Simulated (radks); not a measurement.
Question: The mean radii <r> (bohr) of the occupied orbitals of an atom or ion are listed with their occupations. Method: scalar-relativistic Kohn-Sham, SCAN, spin-unpolarised, spherical densities, finite nucleus; meta-GGA in the generalised Kohn-Sham scheme; Fermi nuclear charge, rms radius of each element as measured or else 0.836 A^(1/3) + 0.57 fm; computed with a radial shooting solver on a logarithmic mesh with Libxc functionals.

| orbital | occ. | <r> |
|---|---|---|
| 1s | 2 | 0.02507 |
| 2s | 2 | 0.1074 |
| 2p | 6 | 0.09425 |
| 3s | 2 | 0.2846 |
| 3p | 6 | 0.2828 |
| 3d | 10 | 0.2600 |
| 4s | 2 | 0.6543 |
| 4p | 6 | 0.6931 |
| 4d | 10 | 0.7682 |
| 5s | 2 | 1.563 |
| 5p | 6 | 1.799 |
| 6s | 1 | 4.127 |
| 5d | 1 | 2.777 |

Name the element and its charge.

Answer: Z = 57, lanthanum, charge +1: La+ in [Xe] 5d1 6s1. The 1s radius gives Z: for a bare nucleus <r> = (2 gamma + 1)/(2Z) with gamma = sqrt(1 - (Z/c)^2), 0.02473 bohr for Z = 57, and screening makes it slightly larger (0.02507 here). The occupations add up to 56, and the charge is Z minus that.
